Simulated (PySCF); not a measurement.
**Gas-phase thermal properties of AgF**

Method: PySCF energies (xtb for GFN2) plus ideal-gas RRHO corrections (1 bar). All species are closed-shell singlets. Ag: scalar-relativistic def2 core potential, no spin-orbit coupling. The harmonic model lacks anharmonicity and excited electronic states, which grow with temperature; levels with a mode under 35 cm⁻¹ are left out.

```
level           point group  σ  ZPE (kJ/mol)  S°298 (J/mol/K)  Cp298 (J/mol/K)  S°1000 (J/mol/K)  H1000 − H298 (kJ/mol)
--------------  -----------  -  ------------  ---------------  ---------------  ----------------  ---------------------
GFN2-xTB                C∞v  1           2.5            236.7             35.1             280.8                   25.7
PBE/def2-SVP            C∞v  1           3.1            235.5             34.2             279.1                   25.5
PBE0/def2-TZVP          C∞v  1           3.0            235.7             34.3             279.4                   25.5
```
σ: rotational symmetry number. Electronic degeneracy used: 1. Frequencies are unscaled.
